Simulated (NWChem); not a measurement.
C2H6OTe; SMILES C([Te]O)C

```xyz
10

Te     0.2455    -0.5948     0.0421
C      0.6403     1.4734    -0.4584
C     -0.2325     2.4412     0.3124
H      0.4969     1.5670    -1.5443
H      1.7139     1.6098    -0.2477
H     -0.0304     2.4003     1.3936
H     -1.2963     2.2078     0.1530
H     -0.0632     3.4760    -0.0287
O     -1.7408    -0.4439    -0.2130
H     -2.1091    -0.2694     0.6621
```
Atoms are numbered in this order, from 1.

Geometry: optimised at PBE0/def2-SVP. No frequency run checked for a minimum. def2 effective core potentials on Te; no spin-orbit coupling.

Task: List the 4 lowest vertical singlet excitations from PBE0/def2-SVPD with def2 effective core potentials on Te, TDA (NWChem).

Result: 
```csv
state,energy (eV),oscillator strength,leading excitation (squared amplitude)
S1,2.96,0.001,HOMO → LUMO (0.99)
S2,4.71,0.003,HOMO → LUMO+1 (0.96)
S3,4.92,0.012,HOMO−1 → LUMO (0.93)
S4,5.34,0.109,HOMO → LUMO+2 (0.97)
```
